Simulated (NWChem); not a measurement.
## Correlation energy of HGe

```
Ge
H 1 1.6043
```
Charge 0, spin multiplicity 2.

All runs are NWChem calculations. Structure: optimised with UPBE0/def2-SVP, a minimum by its harmonic frequencies.

Basis set: 6-31G*. Each correlation energy counts from its own Hartree-Fock reference.

The Hamiltonian is non-relativistic. The correlated methods keep 9 core orbitals frozen. The Pople sets run with spherical d functions. This spin state was chosen for the runs; another may lie lower. The structure started from a generated list of species. The unpaired electrons of the parent sit in orbitals of symmetry b1 (C2v labels of the run); other states weren't searched. No SCF solution was tested for a lower state. Open-shell Hartree-Fock references start from PBE0 orbitals. Coupled-cluster values serve here as a point of comparison, not as the truth.

### Question
For the correlation energy, CCSD on ROHF gives -225.8 mHa and CCSD on UHF gives -222.5 mHa. What do CCSD(T) on ROHF, CCSD[T] on ROHF, CCSDT on ROHF give?

### Answer
CCSD(T) on ROHF: -229.7 mHa; CCSD[T] on ROHF: -230.2 mHa; CCSDT on ROHF: -229.9 mHa.
